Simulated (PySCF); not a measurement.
**Relaxation of sextet RuI₂⁺**

Level of theory: UB3LYP/[Ru def2-SVP with ECP28, I def2-SVP with ECP28], scalar-relativistic core potentials, density fitting, no spin–orbit coupling, PySCF. A (50,194) grid was used.

A start displaced from a saddle point along its imaginary mode, of C2v symmetry, held to at least that symmetry:

```xyz
3
charge 1 multiplicity 6, angstrom
Ru   -0.0043   -0.2500    0.0000
I     0.0017    0.1004    2.5681
I     0.0017    0.1004   -2.5681
```

What forces act on the atoms at the start (eV/Å)?


```
atom    Fx     Fy     Fz
 Ru1  0.00  -0.10   0.00
  I2  0.00   0.05  -0.36
  I3  0.00   0.05   0.36
```

What does it relax to?

It ends at C2v with Ru–I 2.544 Å (×2); I–Ru–I 128.3° (after a last refinement on a finer grid). The frequency run here used a shortcut that can spoil soft modes, so no verdict on minimum or saddle point is given. Other isomers or separated fragments may lie lower.

How much energy is released, and in how many steps?

14.7 kJ/mol in 7 steps.

Open d and f shells are described by one determinant, and the ground state may have another occupation or spin. Spin–orbit coupling, left out here, can matter for elements this heavy.

The relaxation took roughly 4 core-minutes on a shared host.
